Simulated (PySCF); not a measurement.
# Spinor energies of Te³⁹⁺ (tellurium, charge +39)

Start: [Ne] 3s2 3p1; 3p3/2 filled at m_j = +3/2. Calculated with PySCF 2.14 in an uncontracted even-tempered set (18 s from 8.1 bohr⁻², ratio 2.4; 14 p from 11 bohr⁻², ratio 2.4; 4 d from 36 bohr⁻², ratio 2.6; 4 f from 54 bohr⁻², ratio 2.6): generalised Hartree-Fock with the X2C-1e Hamiltonian and a Gaussian nucleus; one run each with spin-orbit coupling (SO) screened by Boettger's factors, then bare. This is a chosen level, not necessarily the ground level.

| spinor shell | electrons | ε, screened SO (eV) | ε, bare SO (eV) | weight of nominal j (bare SO) | rms radius, bare SO (bohr) |
| --- | --- | --- | --- | --- | --- |
| 1s1/2 | 2 | -34396.6 | -34396.5 | 1.000 | 0.0318 |
| 2s1/2 | 2 | -7289.7 | -7289.7 | 1.000 | 0.127 |
| 2p1/2 | 2 | -6985.4 | -6994.0 | 1.000 | 0.110 |
| 3s1/2 | 2 | -2878.6 | -2878.6 | 1.000 | 0.306 |
| 3p3/2 | 1 | -2719.6 | -2718.7 | 1.000 | 0.300 |

Question: Where does 2p3/2 lie, and what is the 2p spin-orbit splitting (bare SO)?

Answer: At -6698.5 eV, 295.44 eV above 2p1/2.

| quantity | screened SO | bare SO |
| --- | --- | --- |
| E (hartree) | -5450.19969 | -5450.30076 |
| M_J | 3/2 | 3/2 |
| ⟨J²⟩ | 3.751 | 3.751 |
| ⟨L²⟩ | 2.007 | 2.008 |
| ⟨S²⟩ | 0.757 | 0.757 |

Each row is a mean over spinors that exchange with the open shell spreads, by up to 18.681 eV (3s1/2).

Breit and QED terms are absent; they matter most for the inner s and p1/2 levels.

Densities and radii are taken from the X2C orbitals without a picture-change correction, which distorts them close to the nucleus.
